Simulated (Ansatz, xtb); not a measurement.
## C3H4ClNOSi: which of two isomers lies lower

Structure I: `[SiH3]c1cnc(Cl)o1`, a singlet. Structure II: `[SiH3]c1ocnc1Cl`, a singlet. Both are isolated molecules in the gas phase, relaxed with B3LYP-D3(BJ)/def2-SVP.

Quicker runs give these differences E(II) − E(I): GFN2-xTB −1.03 kcal/mol; HF/STO-3G −1.66 kcal/mol (at GFN2-xTB geometries); r2SCAN-D4/def2-SVP −0.77 kcal/mol (at GFN2-xTB geometries).

Task: Estimate E(II) − E(I) at the level CCSD(T)/def2-SVP + ΔMP2/def2-TZVPP.

Result: Too close to call at this level: CCSD(T)/def2-SVP + ΔMP2/def2-TZVPP gives E(II) − E(I) = −0.56 kcal/mol.

Level by level:

```
                             level               geometry  E(II) − E(I) (kcal/mol)  departure from the last row (kcal/mol)  job, with rough time for the two
                          GFN2-xTB               GFN2-xTB                     −1.03                                   −0.47              optimisation, 0.14 s
                         HF/STO-3G               GFN2-xTB                     −1.66                                   −1.10              single point, 0.58 s
                r2SCAN-D4/def2-SVP               GFN2-xTB                     −0.77                                   −0.21               single point, 6.6 s
             B3LYP-D3(BJ)/def2-SVP  B3LYP-D3(BJ)/def2-SVP                     −1.16                                   −0.60                optimisation, 60 s
                       HF/def2-SVP  B3LYP-D3(BJ)/def2-SVP                     −0.10                                   +0.46           part of the CCSD(T) run
                      MP2/def2-SVP  B3LYP-D3(BJ)/def2-SVP                     −1.11                                   −0.55           part of the CCSD(T) run
                  CCSD(T)/def2-SVP  B3LYP-D3(BJ)/def2-SVP                     −0.95                                   −0.39                      single point
CCSD(T)/def2-SVP + ΔMP2/def2-TZVPP  B3LYP-D3(BJ)/def2-SVP                     −0.56                                                        single point, 89 s
```

As drawn, both hold the same kinds of bond in the same numbers.

The largest departure from CCSD(T)/def2-SVP + ΔMP2/def2-TZVPP is that of HF/STO-3G, 1.10 kcal/mol. A small imaginary or near-zero mode remains, so no thermal terms are given. The last row adds to CCSD(T) the change of the MP2 difference between the two basis sets, here +0.39 kcal/mol.

The correlated steps freeze 15 core orbitals. Codes used: Ansatz 0.2.0, xtb 6.7.1; the last row on 2 threads of Arm Neoverse V2 on a shared host.
